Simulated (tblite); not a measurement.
Species: C7H7F3P (charge -1).
Structure used (GFN2-xTB), in Å, numbered top down from 1:
```
atom  x, y, z in Å
F1     4.6956    1.0724    0.4250
C2     3.8165    0.0538    0.2076
F3     4.4967   -1.0279   -0.2293
C4     2.4925    0.0850    0.4424
F5     2.0333    1.3066    0.8577
P6     1.4662   -1.3613    0.3441
C7    -0.1682   -0.6454    0.2506
C8    -1.2945   -1.3507    0.4458
C9    -2.5333   -0.5366    0.2064
C10   -1.9913    0.6750   -0.5617
C11   -0.5167    0.7692   -0.1513
H12   -1.3412   -2.3791    0.7620
H13   -3.2981   -1.0794   -0.3594
H14   -2.9897   -0.2275    1.1576
H15   -2.0568    0.4799   -1.6349
H16   -2.5433    1.5934   -0.3491
H17    0.1178    1.1418   -0.9571
H18   -0.3942    1.4370    0.7055
```

All values are computed: GFN2-xTB (tblite) harmonic vibrations without scaling, gas phase. This tight-binding method is rough: wavenumbers can miss measured ones by several per cent, in bad cases by 10 to 20. One conformer, not necessarily the lowest.

Harmonic wavenumbers (cm⁻¹): 28.6, 47.2, 92.0, 135.0, 152.3, 158.6, 208.8, 227.5, 239.3, 280.6, 379.3, 404.4, 429.8, 450.5, 493.0, 615.5, 641.9, 713.5, 802.2, 855.8, 915.4, 930.0, 976.0, 1004.9, 1035.0, 1075.3, 1085.6, 1104.4, 1112.7, 1125.9, 1185.7, 1209.6, 1225.5, 1288.4, 1294.9, 1319.9, 1481.3, 1491.7, 1504.9, 1602.4, 1658.4, 2853.2, 2917.0, 2938.4, 2953.6, 2964.6, 2977.6, 3100.1.

A = 2422, B = 467.8, C = 410.2 MHz; mass 179.024 u (most abundant isotopes); point group C1, symmetry number 1.

Problem. What is the zero-point energy?

Solution. ½Σν̃ = 26844 cm⁻¹ = 76.75 kcal/mol.

Problem. Give the ideal-gas entropy at 298.15 K and 1 bar in the rigid-rotor, harmonic-oscillator model (classical rotation).

Solution. Translation 41.48, rotation 30.91, vibration 36.73: S = 109.1 cal/(mol K).

Problem. And Cp and H(298.15 K) − H(0)?

Solution. Cp = 42.48 cal/(mol K), of which vibrations give 34.53 (their classical limit is 48 R = 95.4); H(298.15 K) − H(0) = 7.90 kcal/mol without the zero-point energy, 5.53 from vibrations.

Problem. How do the functions run with temperature in this model?

Solution. 
```json
{"T (K)": "100", "S (cal/(mol K))": "75.7", "Cp (cal/(mol K))": "21.8", "H − H(0) (kcal/mol)": "1.47", "G − H(0) (kcal/mol)": "-6.10", "ln q(vib)": "2.64"}
{"T (K)": "200", "S (cal/(mol K))": "94.3", "Cp (cal/(mol K))": "32.6", "H − H(0) (kcal/mol)": "4.21", "G − H(0) (kcal/mol)": "-14.64", "ln q(vib)": "6.01"}
{"T (K)": "300", "S (cal/(mol K))": "109.4", "Cp (cal/(mol K))": "42.7", "H − H(0) (kcal/mol)": "7.97", "G − H(0) (kcal/mol)": "-24.84", "ln q(vib)": "9.21"}
{"T (K)": "500", "S (cal/(mol K))": "135.5", "Cp (cal/(mol K))": "60.1", "H − H(0) (kcal/mol)": "18.35", "G − H(0) (kcal/mol)": "-49.40", "ln q(vib)": "15.22"}
{"T (K)": "800", "S (cal/(mol K))": "167.6", "Cp (cal/(mol K))": "76.0", "H − H(0) (kcal/mol)": "39.01", "G − H(0) (kcal/mol)": "-95.06", "ln q(vib)": "23.41"}
{"T (K)": "1000", "S (cal/(mol K))": "185.3", "Cp (cal/(mol K))": "82.5", "H − H(0) (kcal/mol)": "54.90", "G − H(0) (kcal/mol)": "-130.39", "ln q(vib)": "28.34"}
```

q(vib) and H(0) count from the zero-point level.

Problem. Blend soft modes into free rotors: weight 1/[1 + (100 cm⁻¹/ν̃)⁴] for the oscillator and the rest for a rotor with moment μB/(μ + B), μ = h/(8π²ν), B = 10⁻⁴⁴ kg m². What vibrational entropy results?

Solution. 33.15 cal/(mol K) in place of 36.73, which changes −T·S at 298.15 K by +1.07 kcal/mol.

Hindered rotation and anharmonicity are outside this model. Other conformers, if any are populated, would add a mixing term that is left out. The structure is chiral; the term R ln 2 for an equal mix with its mirror image is left out.
